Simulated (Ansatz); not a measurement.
Basis-set extrapolation for `FCCC(F)(F)F` (PBE0-D4/def2-TZVP geometry, frozen core, Ansatz). Multiplicity 1, RHF reference.

```tsv
	def2-TZVPP	def2-QZVPP
HF	-513.927283	-513.949545
MP2 correlation	-1.487376	-1.616989
CCSD(T) correlation	-1.561445	not run
```

Energies in hartree. Use E(X) = E(∞) + A·exp(−7.88·√X) for Hartree–Fock and E(X) = E(∞) + B·X^(−2.97) for correlation, with X = 3 and 4, and add CCSD(T) minus MP2 of the smaller set to the MP2 limit.

Q: What is the CCSD(T) energy at the basis-set limit?

A: HF limit: -513.949545 + (-0.022262) × 0.13774 = -513.95261. MP2 limit: -1.616989 + (-0.129613) × 0.74074 = -1.71300. Higher-order term: -1.561445 − (-1.487376) = -0.07407. Total: -515.73968 hartree, 658.9 kJ/mol below CCSD(T)/def2-TZVPP.
